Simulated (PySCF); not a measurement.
## DyF3(H2O) at several levels of theory

Computed with PySCF 2.14.0 (density fitting, no spin-orbit coupling) at the geometry relaxed with PBE0:

```xyz
7
DyF3(H2O) (singlet in the valence; each metal's 4f electrons, 9 of them, lie in its core potential, out of spins and levels)
Dy    0.0799   -0.0843    0.0843
F     1.0722    1.3526    1.1156
F    -1.2993   -1.1317    1.1317
F     1.0722   -1.1156   -1.3526
O    -1.2921    1.3132   -1.3132
H    -1.6266    2.1919   -1.0940
H    -1.6266    1.0940   -2.1919
```

```json
{"level": "PBE0", "basis": "Dy lcecp-1-SVP with ECP55, F def2-SVP, O def2-SVP, H def2-SVP", "state": "singlet", "HOMO (eV)": "-9.48", "gap (eV)": "8.35", "charge on Dy1 (e)": "1.19", "population of f-type functions on Dy1 (polarisation alone where 4f lies in the core)": "0.09", "dipole about the centre of mass (D)": "6.73", "largest force component (eV/Å)": "0.02"}
{"level": "revPBE", "basis": "the same", "state": "singlet", "HOMO (eV)": "-7.44", "gap (eV)": "5.57", "charge on Dy1 (e)": "0.98", "population of f-type functions on Dy1 (polarisation alone where 4f lies in the core)": "0.09", "dipole about the centre of mass (D)": "6.52", "largest force component (eV/Å)": "0.46"}
{"level": "TPSSh", "basis": "the same", "state": "singlet", "HOMO (eV)": "-8.38", "gap (eV)": "6.99", "charge on Dy1 (e)": "1.15", "population of f-type functions on Dy1 (polarisation alone where 4f lies in the core)": "0.09", "dipole about the centre of mass (D)": "6.66", "largest force component (eV/Å)": "0.25"}
```

In the lcecp rows the 4f levels are missing from HOMO and gap, and the state counts the valence alone.

Charges are Mulliken's, which hang on the basis. The relaxation used the grid (50, 194), these runs (75, 302) or, all-electron (x2c bases, spin-free X2C Hamiltonian), (99, 590).

Problem. What does PBE0 with Dy lcecp-1-TZVP with ECP55, F def2-TZVP, O def2-TZVP, H def2-TZVP give here?

Solution. state singlet, HOMO (eV) -9.68, gap (eV) 8.27, charge on Dy1 (e) 1.63, population of f-type functions on Dy1 (polarisation alone where 4f lies in the core) 0.11, dipole about the centre of mass (D) 6.74, largest force component (eV/Å) 0.22. Time: 13 s on 2 threads of Arm Neoverse V1, with other jobs on the host, from free ions and atoms.

In the first row's basis the gap widens with exact exchange: 5.6 eV for revPBE (none); 7.0 to 8.4 eV for TPSSh, PBE0 (a fixed share).

An lcecp potential fixes the number of 4f electrons, so in runs with it no electron can move into or out of that shell.
